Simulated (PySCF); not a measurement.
Vertical excitations of a molecule C3H6O2Si from TDA-PBE/def2-SVPD run with PySCF, as energy in eV (oscillator strength): 5.43 (0.017), 5.49 (0.003), 5.96 (0.000), 6.62 (0.000), 6.78 (0.001), 6.86 (0.008), 7.07 (0.007), 7.08 (0.001), 7.10 (0.002), 7.16 (0.048). Lowest triplet (TDA): 4.96 eV. Geometry: B3LYP-D3(BJ)/def2-SVP. The values are those of a single conformer.

**Question.** Identify the compound among the candidates.
A. CC=C1O[SiH2]O1
B. O=C1CC[SiH2]O1
C. O[SiH2][C@@H]1C=CO1
D. CO[Si@H]1C=CO1

**Answer.** B, O=C1CC[SiH2]O1
